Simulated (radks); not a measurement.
Task: Valence configurations of Dy (all share [Xe]). All-electron calculation, Dirac Kohn-Sham, LDA (Slater exchange, Perdew-Wang correlation), spin-unpolarised, spherical densities, finite nucleus; open shells fill j = l - 1/2 first; Fermi nuclear charge, rms radius 5.2218 fm. Program: a radial shooting solver on a logarithmic mesh with Libxc functionals. Order these by energy: 4f8.5 5d1 6s1.5 6p1; 4f9.5 5d0.5 6s2; 4f9 5d1 6s2; 4f9 6s2 6p1; 4f10 6s2; 4f9.5 6s2 6p0.5; 4f10 6s1 6p1; 4f10 5d1 6p1; 4f8 5d1 6s2 6p1; 4f9 5d1 6s1 6p1.

Result: From the lowest, in eV above it: 4f10 6s2 0.000; 4f9.5 5d0.5 6s2 1.237; 4f9.5 6s2 6p0.5 1.635; 4f10 6s1 6p1 2.588; 4f9 5d1 6s2 3.663; 4f10 5d1 6p1 4.945; 4f9 6s2 6p1 5.279; 4f9 5d1 6s1 6p1 6.532; 4f8.5 5d1 6s1.5 6p1 9.868; 4f8 5d1 6s2 6p1 15.181. NIST lists [Xe] 4f10 6s2 as the ground configuration; this level of theory agrees among the configurations tried. The energies are those of spherical spin-averaged densities, not of single terms.
